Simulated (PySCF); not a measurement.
ORD: `InChI=1S/C4H8BFO2/c1-3-2-7-5-8-4(3)6/h3-5H,2H2,1H3/t3-,4+/m1/s1`

Geometry:
| atom | x (Å) | y (Å) | z (Å) |
| --- | --- | --- | --- |
| C1 | -1.782 | -0.263 | -0.685 |
| C2 | -0.530 | -0.206 | 0.180 |
| C3 | -0.024 | 1.227 | 0.371 |
| O4 | 1.207 | 1.261 | 1.069 |
| B5 | 2.044 | 0.217 | 1.016 |
| O6 | 1.778 | -0.933 | 0.320 |
| C7 | 0.625 | -1.010 | -0.430 |
| F8 | 0.888 | -0.518 | -1.697 |
| H9 | -2.136 | -1.288 | -0.767 |
| H10 | -2.570 | 0.344 | -0.247 |
| H11 | -1.569 | 0.109 | -1.684 |
| H12 | -0.727 | -0.643 | 1.165 |
| H13 | 0.117 | 1.702 | -0.608 |
| H14 | -0.741 | 1.817 | 0.951 |
| H15 | 3.044 | 0.265 | 1.611 |
| H16 | 0.369 | -2.071 | -0.575 |

The calculation used TDDFT LC-wPBE/def2-SVPD circular dichroism and optical rotation, one conformer, gas phase (PySCF). Geometry: GFN2-xTB.

Stereocentres: C2 R, C7 R.

(1) Give the optical rotatory dispersion at 633, 589.3, 546, 436, 405, 365, 355 nm.

(2) And for the mirror image at 589.3 nm?

(3) What is the molar rotation [Φ] = [α]·M/100 of the geometry above at 589.3 nm?

Results:

(1) [α] in deg dm⁻¹ (g/mL)⁻¹:
```csv
λ (nm),origin-invariant length gauge,modified velocity gauge,length gauge (centre of mass),isotropic polarisability (au)
633,+27.3,+26.8,+28.4,64.8
589.3,+31.6,+31.1,+32.9,64.9
546,+37.0,+36.4,+38.6,65.1
436,+59.4,+58.5,+61.9,66.0
405,+69.5,+68.5,+72.4,66.3
365,+86.8,+85.8,+90.5,67.0
355,+92.2,+91.1,+96.0,67.2
```

(2) -31.6 deg dm⁻¹ (g/mL)⁻¹ (origin-invariant length gauge): the same size and the opposite sign.

(3) With M = 117.91 g/mol, +37.3 deg cm² dmol⁻¹ (origin-invariant length gauge).

The first excitation lies at 8.47 eV (146 nm) with R = -12.1 × 10⁻⁴⁰ esu² cm² (velocity form).
